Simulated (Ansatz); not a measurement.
Reaction (formal exchange of groups at the Si–Si bond): `CO[SiH](O)[SiH](O)O` + `O[SiH3]` → `CO[SiH](O)[SiH2]O` + `O[SiH2]O`

Calculated with Ansatz (gas phase, PBE0-D4/def2-TZVP geometries, no zero-point term in ΔE). CCSD(T)/CBS is the MP2 limit (def2-TZVPP, def2-QZVPP) plus CCSD(T) − MP2 in def2-TZVPP, frozen cores. Functionals use def2-TZVPP. Each species was taken in one conformer, which may not be the lowest.

```tsv
level	ΔE (eV)
PBE0-D4	-0.09
B2PLYP	-0.10
```

(1) What does CCSD(T)/CBS give? (Best estimate.)

Largest T1 diagnostic among the species: 0.012.

Results:

(1) Ansatz gave: -0.09 eV. The listed levels differ from it by 0.00, -0.01 eV.
